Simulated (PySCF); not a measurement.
Species: chlorofluoromethane, CH₂ClF.
SMILES with atom numbers: `[F:1][CH2:2][Cl:3]` (hydrogens: H4, H5 on C2)

Level of theory: PBE0-D3(BJ)/def2-TZVP geometry optimisation, gas phase in PySCF 2.14.0.

(1) What internal coordinates does the optimisation give?

## Answers

(1) 
```
        bond  length (Å)
       F1–C2       1.354
      C2–Cl3       1.767
C2–H4, C2–H5       1.089
```

Bonds in one row agree within 0.01 Å and their mean is given. A selection of angles:
```
    angle  degrees
F1–C2–Cl3    110.5
 F1–C2–H4    109.2
Cl3–C2–H4    107.8
 H4–C2–H5    112.3
```

Point group: Cs (tolerance 0.08 Å). No frequency check.


Species: GeClBr3.
Bonds: Ge1–Cl2, Ge1–Br3, Ge1–Br4, Ge1–Br5.

Method: PBE0-D3(BJ)/def2-SVP geometry optimisation, gas phase in PySCF.

Problem. List the bond lengths and angles at this level.

Solution. 
```tsv
bond	length (bohr)
Ge1–Cl2	4.036
Ge1–Br3, Ge1–Br4, Ge1–Br5	4.306
```

Bonds in one row agree within 0.02 bohr and their mean is given. A selection of angles:
```tsv
angle	degrees
Cl2–Ge1–Br3	109.1
Br3–Ge1–Br4	109.8
```

Ge1 (germanium bonded to 3 Br and Cl) is tetrahedral (angles from 109.1° to 109.8°). All 3 Br–Ge bonds measure 2.277 to 2.280 Å.

Point group: C3v (every atom within 0.08 Å of its image). Whether it is a minimum is left open (no frequencies).
